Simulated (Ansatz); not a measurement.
A single point on `[CH3][Zn][S][SiH3]`.

```yaml
crystal:
  periodic: [false, false, false]
  atoms:
    - {symbol: C, position_ang: [-1.498258, 1.983137, 0.291438]}
    - {symbol: Zn, position_ang: [0.165843, 1.013459, 0.137013]}
    - {symbol: S, position_ang: [2.067498, -0.033803, -0.028168]}
    - {symbol: Si, position_ang: [1.312161, -2.003442, -0.293175]}
    - {symbol: H, position_ang: [-2.221688, 1.406866, 0.871859]}
    - {symbol: H, position_ang: [-1.922284, 2.176797, -0.695745]}
    - {symbol: H, position_ang: [-1.337756, 2.939475, 0.793231]}
    - {symbol: H, position_ang: [0.495121, -2.129361, -1.530718]}
    - {symbol: H, position_ang: [0.461598, -2.436509, 0.848983]}
    - {symbol: H, position_ang: [2.477766, -2.916619, -0.394728]}
basis:
  gaussian: {orbitals: def2-QZVPP}
correlation: {method: mp2, frozen_orbitals: {C: 1, H: 0, S: 5, Si: 5, Zn: 9}}
```

```sh
$ ansatz run in.yaml --threads 4 --pin off --events-out ev --progress --plain --max-ram 10444MiB
```

Shortened log:

```
Functional definition: HF
2902 factors; integrals over basis functions are off by at most 1.0e-3 eV
mean field evaluation 1: about -68182.8353 eV, gradient 3.2e1 eV
mean field evaluation 2: about -68183.0700 eV, gradient 3.2e1 eV
mean field evaluation 4: about -68185.8208 eV, gradient 6.8e0 eV
mean field evaluation 8: about -68185.8876 eV, gradient 4.0e-1 eV
mean field -68185.88827585 eV, -2505.7851760824 hartree, gradient 1.8e-6 eV, S^2 0.000000; 0 other end points of the search recorded, 0 dependent functions left out
20 core orbitals not correlated: weight in the atoms' cores, before any rotation towards them, 1.000 or more for the frozen orbitals, at most 0.000 for the correlated occupied ones
reference -68185.88827585 eV, -2505.7851760824 hartree; 16, 16 occupied and 441, 441 virtual orbitals, 2902 factors
second order -29.08403891 eV of doubles, -0.00000000 eV of singles
Total energy: -68214.97231476 eV, -2506.8539947984 hartree
```

It took 16 s on 4 threads of an Intel Xeon Platinum 8488C on a shared host, with 2.8 GiB of host memory at the peak.
